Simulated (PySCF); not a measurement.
## What the low excited states add to the polarisability

Compound: 3,4-dimethylphosphinine, C7H9P.
Cartesian coordinates in Å at the PBE0-D3(BJ)/def2-SVP level; atoms count from 1:
```
atom  x, y, z in Å
C1    -0.736    2.386    0.071
C2     0.120    1.186   -0.212
C3     1.501    1.358   -0.367
C4     2.409    0.340   -0.633
P5     1.996   -1.333   -0.818
C6     0.280   -1.234   -0.580
C7    -0.477   -0.091   -0.317
C8    -1.965   -0.221   -0.144
H9    -1.503    2.530   -0.707
H10   -0.132    3.303    0.121
H11   -1.275    2.284    1.027
H12    1.887    2.379   -0.270
H13    3.466    0.610   -0.732
H14   -0.266   -2.183   -0.644
H15   -2.511    0.374   -0.893
H16   -2.287   -1.266   -0.241
H17   -2.289    0.145    0.844
```

Method used: TDDFT wB97X-D/def2-SVPD, vertical, gas phase, core orbitals frozen in the response (PySCF 2.14.0, density-fitted response routines).

Computed singlets:

```json
{"state": "S1", "E (eV)": "4.77", "f": "0.0039"}
{"state": "S2", "E (eV)": "5.08", "f": "0.165"}
{"state": "S3", "E (eV)": "5.20", "f": "0.018"}
{"state": "S4", "E (eV)": "5.78", "f": "0.0000"}
{"state": "S5", "E (eV)": "5.98", "f": "0.298"}
{"state": "S6", "E (eV)": "6.44", "f": "0.0000"}
{"state": "S7", "E (eV)": "6.55", "f": "0.568"}
{"state": "S8", "E (eV)": "6.88", "f": "0.021"}
{"state": "S9", "E (eV)": "7.07", "f": "0.0013"}
{"state": "S10", "E (eV)": "7.21", "f": "0.0030"}
```

Build the mean polarisability up from these states and compare it with the full response value.

Each state adds f / ΔE² (ΔE in hartree, 27.2114 eV).

```
state  f/ΔE² (au)  running sum (au)  running share of α (%)
   S1        0.13              0.13                     0.1
   S2        4.72              4.85                     4.5
   S3        0.50              5.35                     5.0
   S4        0.00              5.35                     5.0
   S5        6.16             11.51                    10.7
   S6        0.00             11.51                    10.7
   S7        9.82             21.33                    19.8
   S8        0.33             21.66                    20.1
   S9        0.02             21.68                    20.2
  S10        0.04             21.72                    20.2
```

The full response gives 107.56 au (15.94 Å³), so 85.8 au comes from the higher roots of the same equations.

By how much does the contribution of these states grow at 532 nm?

With ω = 0.0856 hartree each state's term in the mean polarisability goes from f / ΔE² to f / (ΔE² − ω²); the sum over all 10 states goes from 21.72 to 25.73 au, a rise of 4.00 au.

The largest single term belongs to S7, which also has the largest f.
